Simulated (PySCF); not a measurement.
C₂H₆N₂OSi, SMILES C[Si@@H](N)OC#N. Coordinates come from a PBE-D3(BJ)/def2-SVP optimisation. The structure was generated by enumeration; whether it is a known compound was not checked. One conformer was computed; it need not be the lowest.

Computed equilibrium geometry at PBE-D3(BJ)/def2-SVP (PySCF confirms it by a frequency run) as bond lengths and angles (one conformer of several):
Atoms: C1 Si2 N3 O4 C5 N6 H7 H8 H9 H10 H11 H12. Bonded distances (Å): C1–Si2 1.864, C1–H7 1.109, C1–H8 1.109, C1–H9 1.108, Si2–N3 1.713, Si2–O4 1.770, Si2–H10 1.495, N3–H11 1.022, N3–H12 1.022, O4–C5 1.287, C5–N6 1.179. Angles (°): Si2–C1–H7 110.7, Si2–C1–H8 110.4, Si2–C1–H9 110.9, H7–C1–H8 107.7, H7–C1–H9 108.5, H8–C1–H9 108.6, C1–Si2–N3 112.5, C1–Si2–O4 105.7, C1–Si2–H10 115.8, N3–Si2–O4 108.9, N3–Si2–H10 108.9, O4–Si2–H10 104.5, Si2–N3–H11 121.0, Si2–N3–H12 120.9, H11–N3–H12 111.4, Si2–O4–C5 123.0, O4–C5–N6 179.0.
